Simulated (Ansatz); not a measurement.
A further run on TiCl4.

```yaml
crystal:
  periodic: [false, false, false]
  atoms:
    - {symbol: Ti, position_ang: [0.000004, -0.000005, 0.000001]}
    - {symbol: Cl, position_ang: [0.009840, -0.015095, 2.172689]}
    - {symbol: Cl, position_ang: [2.045195, 0.010001, -0.733474]}
    - {symbol: Cl, position_ang: [-1.031759, 1.776546, -0.707261]}
    - {symbol: Cl, position_ang: [-1.023270, -1.771458, -0.731954]}
basis:
  gaussian: {orbitals: aug-cc-pVDZ}
hamiltonian: {xc: {name: PBE0}, dispersion: d3bj}
output: {forces: true}
```

```sh
$ ansatz run in.yaml --threads 2 --pin off --events-out ev --progress --plain --max-ram 4352MiB
```

Shortened log:

```
Functional definition: PBE0
1678 factors; integrals over basis functions are off by at most 3.9e-4 eV
mean field evaluation 1: about -73191.8000 eV, gradient 1.9e1 eV
mean field evaluation 2: about -73188.1035 eV, gradient 5.0e1 eV
mean field evaluation 4: about -73192.6456 eV, gradient 4.5e0 eV
mean field evaluation 8: about -73192.7195 eV, gradient 3.6e-1 eV
mean field evaluation 16: about -73192.7198 eV, gradient 6.3e-5 eV
mean field -73192.71981404 eV, -2689.7828413585 hartree, gradient 6.3e-5 eV, S^2 0.000000; 0 other end points of the search recorded, 0 dependent functions left out
reference -73192.71990921 eV, -2689.7828448560 hartree; 45, 45 occupied and 122, 122 virtual orbitals, 1678 factors
Total energy: -73192.94352154 eV, -2689.7910624574 hartree
Atom 0 at     0.000004    -0.000005     0.000001 Å, force    -0.000004     0.000007     0.000016 eV/Å
Atom 1 at     0.009840    -0.015095     2.172689 Å, force    -0.000753     0.001154    -0.167211 eV/Å
Atom 2 at     2.045195     0.010001    -0.733474 Å, force    -0.157381    -0.000777     0.056446 eV/Å
Atom 3 at    -1.031759     1.776546    -0.707261 Å, force     0.079389    -0.136697     0.054420 eV/Å
Atom 4 at    -1.023270    -1.771458    -0.731954 Å, force     0.078749     0.136313     0.056329 eV/Å
Dipole moment:     0.000002    -0.000003    -0.000001 e Å
```

It took 12 s on 2 threads of Intel Xeon 6975P-C on a shared host, peak host memory 0.62 GiB.
